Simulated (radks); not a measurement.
All-electron atom: Be I in [He] 2p2 (not the ground configuration).

Calculated with a radial shooting solver on a logarithmic mesh with Libxc functionals: non-relativistic Kohn-Sham, LDA (Slater exchange, Perdew-Wang correlation), spin-unpolarised, spherical densities, point nucleus.

Energy parts (hartree):
| part | energy |
|---|---|
| total | -14.18685 |
| kinetic | 14.05314 |
| electron-nucleus | -32.64631 |
| Hartree | 6.84875 |
| exchange-correlation | -2.44244 |

Orbitals (lengths in bohr, moments of r in powers of bohr):
| orbital | occ. | eigenvalue (hartree) | <1/r> | <r> |
|---|---|---|---|---|
| 1s | 2 | -3.94417 | 3.635 | 0.4239 |
| 2p | 2 | -0.10967 | 0.4462 | 3.008 |

The highest occupied level is 2p at -2.984 eV. Virial ratio -V/T = 2.00951. The density falls to 0.001 e/bohr^3 at r = 4.41 bohr. The electron density at the nucleus is 33.63 e/bohr^3.
